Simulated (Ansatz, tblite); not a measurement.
Forces on SiO₄H₄ at its r2SCAN-D4/def2-SVP geometry. The state is a singlet with charge 0.

The xTB rows come from tblite. The structure holds 2 bond(s) between oxygen atoms. Another isomer (singlet) lies 3.78 eV lower at PBE0-D4/def2-TZVP; other spin states weren't run for this one.

GFN1-xTB (tblite), largest force 2.23 eV/Å:

```xyz
9
positions Å, forces eV/Å
Si   -0.245   -0.132   -0.653    0.038    0.199   -0.020
O     0.509    1.458    0.618    0.253    0.121    0.610
O     0.064   -0.946    0.829   -0.457   -1.205   -0.572
O    -0.399   -2.227    0.264    0.194    2.063   -0.819
O    -0.728   -1.753   -1.076    0.181   -0.426    0.865
H     1.386    1.169    0.921   -0.313    0.107   -0.280
H     0.880    0.254   -1.542   -0.485   -0.341    0.481
H    -1.436    0.745   -0.786    0.505   -0.547    0.162
H    -0.032    1.430    1.425    0.085    0.030   -0.427
```

GFN2-xTB (tblite), largest force 2.18 eV/Å:

```
Si -0.155 -0.103 -0.408
O 0.367 0.176 0.942
O -0.789 -1.410 -1.464
O 0.199 2.027 -0.783
O 0.566 0.016 1.760
H -0.243 0.137 -0.305
H -0.373 -0.387 0.457
H 0.394 -0.542 0.212
H 0.033 0.087 -0.413
```

PBE-D4/def2-TZVP (Ansatz), largest force 0.60 eV/Å:

```
Si -0.034 -0.545 0.253
O -0.004 0.216 -0.136
O 0.088 0.305 0.071
O -0.029 -0.255 0.084
O -0.067 0.190 -0.341
H 0.268 -0.065 -0.008
H 0.072 0.047 -0.070
H -0.075 0.082 -0.020
H -0.220 0.024 0.166
```
